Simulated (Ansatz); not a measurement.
CH$_{3}$BClN. Charge 0, multiplicity 1. The bonds changed during the relaxation, so this is another structure than the one it started from.

Cartesian coordinates in Å:
```
B 0.4593 -0.8127 0.2988
C -0.3492 0.3924 -0.2663
N -0.9458 1.2848 -0.6823
Cl 1.6341 -0.0836 1.5334
H -0.3614 -1.5496 0.7909
H 1.0088 -1.3095 -0.6550
H -1.4458 2.0782 -1.0195
```

Q: Give the diagnostics of a CCSD(T)/def2-TZVPP run (frozen core, Ansatz). (An estimate is asked.)

A: The calculation gave: T1 = 0.0131, largest single amplitude 0.028, largest double 0.065, (T) share of the correlation energy 4.4 %, 10 CCSD cycles. The RHF solution is stable towards an unrestricted one. T1 lies under the customary mark of 0.02 for closed shells.
